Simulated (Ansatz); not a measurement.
The cluster GaP2. The state is a doublet with charge 0. Geometry PBE0-D4/def2-TZVP; atoms count from 1.

```xyz
3

Ga   -0.5125    1.5248    0.1335
P    -0.4782   -1.0596    0.5103
P     0.9907   -0.4652   -0.6438
```

The structure comes from a short search, and lower isomers may exist.

(1) Estimate the Mulliken populations from the PBE0/def2-TZVP orbitals of Ansatz.

(2) Where does the spin sit?

(3) And the Mayer bond orders between heavy atoms (over 0.3)?

## Answers

(1) 
| atom | charge (e) | spin (α − β) |
| --- | --- | --- |
| Ga1 | 0.22 | 0.25 |
| P2 | -0.11 | 0.37 |
| P3 | -0.11 | 0.37 |
Mulliken values depend strongly on the basis.

(2) Summed by element: Ga 0.25, P 0.75, of 1 unpaired in all. Largest on single atoms: P3 0.37, P2 0.37, Ga1 0.25.

(3) Ga1–P2 0.61 (2.61 Å); Ga1–P3 0.61 (2.61 Å); P2–P3 2.28 (1.96 Å).
